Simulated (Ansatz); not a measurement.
Coupled-cluster run, GeH5NOSi (`N[SiH]1[O][GeH2]1`).

```yaml
crystal:
  periodic: [false, false, false]
  atoms:
    - {symbol: N, position_ang: [-0.854106, 1.636410, 0.073883]}
    - {symbol: Si, position_ang: [0.312553, 0.499535, -0.370024]}
    - {symbol: O, position_ang: [1.135351, -0.248352, 0.820167]}
    - {symbol: Ge, position_ang: [0.275552, -1.752190, 0.001829]}
    - {symbol: H, position_ang: [-1.490576, 1.509179, 0.842286]}
    - {symbol: H, position_ang: [-1.112576, 2.395910, -0.532685]}
    - {symbol: H, position_ang: [1.041010, 1.076097, -1.524523]}
    - {symbol: H, position_ang: [1.371011, -2.750972, -0.422538]}
    - {symbol: H, position_ang: [-0.589818, -2.412116, 1.094604]}
basis:
  gaussian: {orbitals: def2-SVP}
correlation: {method: ccsd_t}
```

```sh
$ ansatz run in.yaml --threads 4 --pin off --events-out ev --progress --plain --max-ram 10444MiB
```

The program prints (abridged):

```
Functional definition: HF
1008 factors; integrals over basis functions are off by at most 1.2e-3 eV
mean field evaluation 1: about -67917.4439 eV, gradient 4.6e1 eV
mean field evaluation 2: about -67917.4674 eV, gradient 4.6e1 eV
mean field evaluation 4: about -67922.0517 eV, gradient 4.4e0 eV
mean field evaluation 8: about -67922.1146 eV, gradient 2.4e-1 eV
mean field evaluation 16: about -67922.0719 eV, gradient 1.8e0 eV
mean field -67922.11492048 eV, -2496.0916840645 hartree, gradient 2.4e-6 eV, S^2 0.000000; 0 other end points of the search recorded, 0 dependent functions left out
16 core orbitals not correlated: weight in the atoms' cores, before any rotation towards them, 1.000 or more for the frozen orbitals, at most 0.000 for the correlated occupied ones
reference -67922.11492048 eV, -2496.0916840645 hartree; 17, 17 occupied and 70, 70 virtual orbitals, 1008 factors
second order -18.54012702 eV of doubles, -0.00000000 eV of singles
cycle   1  -18.51857471 eV  change    2.2e-2 eV  update   1.2e-1
cycle   2  -19.09692435 eV  change   -5.8e-1 eV  update   3.9e-2
cycle   3  -19.25214212 eV  change   -1.6e-1 eV  update   2.2e-2
cycle   4  -19.24063794 eV  change    1.2e-2 eV  update   5.4e-3
cycle   5  -19.23851607 eV  change    2.1e-3 eV  update   2.7e-3
cycle   6  -19.23956777 eV  change   -1.1e-3 eV  update   8.8e-4
cycle   7  -19.23913414 eV  change    4.3e-4 eV  update   4.0e-4
cycle   8  -19.23905708 eV  change    7.7e-5 eV  update   1.3e-4
cycle   9  -19.23910763 eV  change   -5.1e-5 eV  update   5.8e-5
cycle  10  -19.23909473 eV  change    1.3e-5 eV  update   1.8e-5
perturbative correction -0.57754867 eV, -0.0212245222 hartree
Total energy: -67941.93156388 eV, -2496.8199322775 hartree
```

It took 4.3 s on 4 threads of an Intel Xeon Platinum 8175M on a shared host, with 0.46 GiB of host memory at the peak.

Correlation energy per correlated electron: -0.583 eV. T1 diagnostic: 0.0143.
